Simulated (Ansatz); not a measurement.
Diatomic SnPd, closed-shell singlet (lowest of 2S+1 = 1, 3, 5 at CCSD(T)/def2-TZVPP on PBE0 minima; our sources give no spin for the ground state, which may be another). No spin–orbit coupling.

The constants come from a fifth-degree fit in 1/R (seven points, main isotopes). In def2 and cc sets the state is the lowest found near the PBE0 minimum, followed along R. The singlet is held restricted.

Programs: Ansatz (a first-principles code). Values without a source in brackets are computed. In def2 rows elements past Kr take small-core potentials, without spin–orbit coupling.

Energies at r2SCAN/def2-TZVPP:

```csv
R (Å),E (hartree)
2.211313,-342.32718492
2.270757,-342.33293369
2.325445,-342.33546001
2.387267,-342.33584454
2.449088,-342.33421817
2.520421,-342.33049581
2.603643,-342.32440460
```

Question: With a reduced mass of 56.2345 u, find the minimum, the force constant and the constants.

Answer: A fifth-degree polynomial in 1/R puts the minimum at r_e = 2.3662 Å with force constant 251 N/m. Then ω_e = (1/2πc)√(k/μ) = 275 cm⁻¹ and B_e = h/(8π²cμr_e²) = 0.05354 cm⁻¹; the cubic and quartic terms give α_e = 0.00016 and ω_e x_e = 0.61 cm⁻¹.
